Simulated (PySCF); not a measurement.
# Assigning NMR signals

Structure with atom numbers: `[CH3:1][c:2]1[cH:3][cH:4][cH:5][c:6]([CH3:7])[c:8]1[NH2:9]`. Hydrogens are named by the atom that carries them.

PySCF 2.14.0 with density-fitted response routines calculation with GIAO KT2/pcSseg-1 shieldings and PBE0-D3(BJ)/def2-SVP geometry; no solvent, one conformer, no relativistic terms, one averaged value for each set of equivalent atoms.

Chemical shifts δ = σref − σ; TMS for 13C (σref 183.22) and 1H (σref 31.18), all at this level.

Q: Assign these signals to the numbered atoms. 13C{1H} NMR (computed): δ 137.8, 123.2, 112.7, 111.7, 18.7.

A: 
```tsv
δ (ppm)	atoms	environment	reason
137.8	C8	aromatic carbon bearing nitrogen	an ipso carbon deshielded by its heteroatom
123.2	C3/C5	aromatic CH	–
112.7	C2/C6	substituted aromatic carbon	–
111.7	C4	aromatic CH	it is ortho or para to a lone-pair donor and shielded by resonance
18.7	C1/C7	methyl carbon on an aromatic ring	aliphatic region, no heteroatom directly attached
```

C2/C6 and C4 lie closer than the usual error of such a calculation, so a measured spectrum could show them in the other order.

Q: Assign these signals to the numbered atoms. 1H NMR (500 MHz, computed): δ 6.75 (d, 2H), 6.38 (t, 1H), 3.04 (br s, 2H), 2.06 (s, 6H).

A: 
6.75 → H(C3)/H(C5), hydrogen on an aromatic CH: it sits in the deshielding region of the aromatic ring current
6.38 → H(C4), hydrogen on an aromatic CH
3.04 → H(N9), hydrogen on an aniline-type nitrogen: exchangeable; this is the value without hydrogen bonding to other molecules
2.06 → H(C1)/H(C7), hydrogen on a methyl carbon on an aromatic ring: benzylic-type position, deshielded by the ring

The OH or NH signal is concentration- and solvent-dependent in practice; the value given is the gas-phase one. Shifts are as computed. Against solution values, carbons near 30 ppm lie about +2 ppm off and those near 130 ppm about -5 ppm. Of 1211 compounds with measured shifts, 218 miss one by over three times the rms of a fit or turn the order of signals round; such compounds aren't used in these exercises. Multiplicities follow the n + 1 count of equivalent neighbours, as no J values were calculated; m marks all less simple cases, F and P coupling included.
